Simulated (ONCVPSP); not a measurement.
Before and after: ONCV potential for Mn (Z = 25)

ONCVPSP 4.0.1 input, shortened (lines: element, Z, core and valence counts, functional; n l f; lmax; l rc ep ncon nbas qcut; lloc lpopt rc5 dvloc0; l nproj debl; icmod fcfact rcfact), LDA (Perdew-Zunger), scalar-relativistic:

```
  Mn 25.00    5    2        3      upf
    1    0    2.00
    2    0    2.00
    2    1    6.00
    3    0    2.00
    3    1    6.00
    3    2    5.00
    4    0    1.50
    2
    0    2.50    0.00    4    8    3.40
    1    2.25    0.21    3    6    3.50
    2    1.75    0.00    4    8   11.00
    4    5    1.20    3.00
    0    2    3.80
    1    2    1.90
    2    3    2.50
    3    2.50    1.25
```

In the p channel the program set the typed energies aside and used 0.050, 1.950 Ha.

All-electron outer shells of the reference configuration (LDA (Perdew-Zunger), scalar-relativistic, ld1.x):

```csv
shell,level (eV),outermost node (bohr),outermost maximum (bohr)
3p,-58.45,0.31,0.75
3d,-10.93,–,0.75
4s,-8.62,1.05,2.41
```

Change: local potential polynomial inside 1.20 bohr (lpopt 5, dvloc0 6 Ha).

Cutoffs: the cutoffs (Ha) at which the residual kinetic energy of the hardest occupied pseudo-wave falls to 1 and 0.1 mHa per electron; they do not see the model core or the augmentation charge, which bear on the density cutoff. Errors are all-electron minus pseudo energies relative to the spin-unpolarised reference configuration.

Problem. What does the change do?

Solution. The potential gets neither clearly harder nor softer (39 Ha and 45 Ha → 39 Ha and 45 Ha); the lowest positive-energy flag moves from s at 53.3 eV to s at 91.3 eV; the errors of the 4 common tests hardly move; neither file shows a bound ghost.

| quantity | base | changed |
| --- | --- | --- |
| cutoff, loose | 39 Ha | 39 Ha |
| cutoff, tight | 45 Ha | 45 Ha |
| bound ghosts | none | none |
| GHOST(+) flags under 300 eV | s at 53.3 eV | s at 91.3 eV |
| error for 3d5 4s2, meV [ΔE -3.47 eV] | +0.6 | +0.5 |
| error for 3d5 4s1, meV [ΔE 5.19 eV] | +0.2 | +0.2 |
| error for 3d5 4s0, meV [ΔE 21.07 eV] | +13 | +13 |
| error for 3d5 4s0 4p2, meV [ΔE 4.62 eV] | +6.4 | +6.2 |
| s: phases at 2.53 bohr within 0.05 rad from the reference energy up to (Ha; the scan ends near 5) | 1.5 | 2.0 |
| p: phases at 2.29 bohr within 0.05 rad from the reference energy up to (Ha; the scan ends near 5) | 2.9 | 3.0 |
| d: phases at 1.78 bohr within 0.05 rad from the reference energy up to (Ha; the scan ends near 5) | to the end of the scan | to the end of the scan |
| rms error of d²Exc/dni dnj with the model core, mHa | 10.38 | 10.38 |
